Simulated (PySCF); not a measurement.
Vertical excitations of a molecule C₃H₅Cl from TDA-PBE0/def2-SVPD (PySCF 2.14.0), as energy in eV (oscillator strength): 6.47 (0.000), 6.91 (0.000), 6.96 (0.343), 7.08 (0.000), 7.90 (0.025), 7.92 (0.007), 8.23 (0.013), 8.48 (0.002), 8.57 (0.213), 8.61 (0.000). Lowest triplet (TDA): 4.01 eV. Geometry optimised at PBE-D3(BJ)/def2-SVP. One conformer was computed; it need not be the lowest.

Q: Which molecule gave these data?
A) C/C=C\Cl
B) ClC1CC1
C) C=C(C)Cl

A: C, C=C(C)Cl
